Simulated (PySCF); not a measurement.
4-bromobuta-1,2-diene (C₄H₅Br), SMILES C=C=CCBr.

Geometry: PBE-D3(BJ)/def2-SVP. Other conformers were not sampled.

Level of theory: PBE-D3(BJ)/def2-SVP in PySCF.

Frequencies are harmonic and unscaled.

```csv
mode,ν (cm⁻¹),IR (km/mol),moving atoms (share of kinetic energy)
1,63,0.2,"C 65 %, H 19 %, Br 16 %"
2,188,1.4,"C 69 %, H 30 %"
3,230,6.1,"C 53 %, H 26 %, Br 21 %"
4,336,7.9,"C 54 %, H 45 %"
5,468,6.7,"C 62 %, H 28 %, Br 10 %"
6,553,14.4,"C 62 %, H 37 %"
7,639,39.8,"C 66 %, H 31 %"
8,821,52.3,"H 74 %, C 26 %"
9,828,1.1,"H 59 %, C 41 %"
10,859,18.0,"H 85 %, C 15 %"
11,948,0.4,"H 62 %, C 38 %"
12,986,2.5,"C 61 %, H 39 %"
13,1096,0.5,"H 85 %, C 15 %"
14,1131,12.5,"H 57 %, C 43 %"
15,1166,48.8,"H 86 %, C 13 %"
16,1300,1.7,"H 79 %, C 21 %"
17,1392,5.1,"H 85 %, C 15 %"
18,1421,1.8,"C 52 %, H 48 %"
19,2019,73.8,C 98 %
20,3031,6.7,H 95 %
21,3054,0.4,H 95 %
22,3073,0.5,"H 92 %, C 8 %"
23,3114,0.4,"H 90 %, C 10 %"
24,3139,0.0,"H 89 %, C 11 %"
```
